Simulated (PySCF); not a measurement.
Exercise with solution: oscillator strength and radiative lifetime

chloro(methylsilyl)silane (CH7ClSi2), SMILES C[SiH2][SiH2]Cl.

The structure is a stationary point at B3LYP-D3(BJ)/def2-SVP. Other conformers were not sampled.

TDDFT-PBE/def2-SVPD (PySCF) puts the first singlet state with f over 0.02 at 6.70 eV (vertical), with the transition dipole (-0.246, -0.235, -0.152) in atomic units.

**Question.** Find the oscillator strength, the wavelength and the radiative lifetime that this transition would have in vacuum if emission retraced absorption.

**Answer.** 
|μ|² = 0.1388 au, so |μ| = 0.95 D. ΔE = 6.70/27.211 = 0.2462 hartree. f = (2/3) ΔE |μ|² = 0.023 (the program prints 0.023).
λ = 1239.84/6.70 = 185 nm; ν = 54039 cm⁻¹.
Einstein's coefficient A = 0.6670 ν² f s⁻¹ (ν in cm⁻¹) = 4.4e7 s⁻¹, so τ = 1/A = 23 ns. This state is S4; the lower singlets have f = 0.015, 0.003, 0.015. The figure is the radiative limit of this one transition; relaxation, internal conversion, crossing to triplets and a medium change what is measured.
